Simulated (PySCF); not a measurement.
# Simulated absorption spectrum

CH13NSi4.
Bonds: C1–N2, N2–Si3, Si3–Si4, Si3–Si5, Si3–Si6. Hydrogens: H7, H8, H9 on C1; H10 on N2; H11, H12, H13 on Si4; H14, H15, H16 on Si5; H17, H18, H19 on Si6.

The calculation used TDDFT CAM-B3LYP/def2-SVPD, vertical, gas phase, core orbitals frozen in the response (PySCF). Isolated species at its GFN2-xTB geometry, gas phase. Torsions of this conformer, `[CH3:1][NH:2][Si:3]([SiH3:4])([SiH3:5])[SiH3:6]`: C1–N2–Si3–Si4 60°.

Each state is given a Gaussian of 0.25 eV full width at half maximum, with ε(max) = 2.175×10⁸ f / Δν̃ (Δν̃ the width in cm⁻¹). The width is an assumption, not a result. The curve ends short of the highest state used, and states not computed would add to its high-energy end.

λ (nm), ε (L mol⁻¹ cm⁻¹) and a bar:
```
    197.5       6866 ##############################
    199.0       4884 #####################
    200.4       3689 ################
    201.8       2837 ############
    203.2       2110 #########
    204.6       1488 ######
    206.0       1085 #####
    207.4       1026 ####
    208.8       1379 ######
    210.2       2117 #########
    211.7       3178 ##############
    213.1       4179 ##################
    214.5       4958 ######################
    215.9       5378 #######################
    217.3       5432 ########################
    218.7       5199 #######################
    220.1       4764 #####################
    221.5       4182 ##################
    222.9       3489 ###############
    224.4       2682 ############
    225.8       1947 #########
    227.2       1305 ######
    228.6        806 ####
    230.0        457 ##
    231.4        239 #
    232.8        115 
    234.2         51 
    235.6         22 
    237.1         11 
    238.5         11 
    239.9         21 
    241.3         41 
    242.7         77 
    244.1        135 #
    245.5        216 #
    246.9        320 #
    248.3        440 ##
    249.8        571 ##
    251.2        675 ###
    252.6        746 ###
    254.0        771 ###
    255.4        748 ###
    256.8        681 ###
    258.2        585 ###
    259.6        473 ##
    261.0        362 ##
    262.5        256 #
    263.9        175 #
    265.3        114 
    266.7         71 
    268.1         42 
    269.5         24 
    270.9         13 
    272.3          7 
    273.7          3 
    275.2          1
```

Question: Locate the maxima and give the states behind the curve.

Answer: 254 nm (4.88 eV), ε about 770, made up of S1 (100%); 217 nm (5.72 eV), ε about 5500, made up of S2 (28%) and S3 (72%) (ε in L mol⁻¹ cm⁻¹; maxima over ε = 5, shares over 10%). At its high-energy end, 6.28 eV, the curve is still rising (ε about 7000, from S4 and S5). The states used: S1 4.88 eV (f 0.0072); S2 5.60 eV (f 0.027); S3 5.77 eV (f 0.040); S4 6.18 eV (f 0.022); S5 6.41 eV (f 0.096); S6 6.54 eV (f 0.056); S7 6.70 eV (f 0.052); S8 6.88 eV (f 0.045).

Question: On this curve, what absorbance would a 10⁻³ mol/L sample give at 222 nm over a 1 cm path?

Answer: 222 nm is 5.585 eV, where ε is about 3900 L mol⁻¹ cm⁻¹, so A = ε c l ≈ 3.9 (Beer–Lambert, with the gas-phase spectrum and the assumed width).

Question: What would ε be at 5.72 eV, the highest of these maxima, with half the width (0.125 eV)?

Answer: About 6380 L mol⁻¹ cm⁻¹ against 5450, a factor of about 1.2; a lone state at its own centre would give exactly 2.

Question: Coming from long wavelengths, where does ε first pass 100 L mol⁻¹ cm⁻¹?

Answer: At about 266 nm (4.67 eV), 0.21 eV below S1.
